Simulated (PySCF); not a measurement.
Computed shifts of a molecule C2H7ClOSi, KT2/pcSseg-1 (PySCF), GIAO, gas phase, atoms alike by connectivity averaged where their shifts nearly agree, in ppm (number of nuclei): ¹³C: 67.8 (1), 28.8 (1). ²⁹Si: -0.9 (1). ¹H: 5.61 (2), 4.54 (1), 4.18 (1), 1.92 (1), 1.47 (1), 0.33 (1). References: ¹⁷O against H2O (σ = 330.4 ppm); ¹³C against TMS (σ = 185.1 ppm); ²⁹Si against TMS (σ = 361.9 ppm); ³⁵Cl against HCl (σ = 945.4 ppm); ¹H against TMS (σ = 31.47 ppm), references at their B3LYP-D3(BJ)/def2-TZVP geometries, non-relativistic (without spin–orbit terms, shifts of atoms bonded to Cl or Br come out too high). Coordinates come from a B3LYP-D3(BJ)/def2-SVP optimisation. One conformer was computed; it need not be the lowest.

Which structure fits?
(A) CCO[SiH2]Cl
(B) OCC[SiH2]Cl
(C) CO[Si@@H](C)Cl
(D) O[SiH2]CCCl

B, OCC[SiH2]Cl
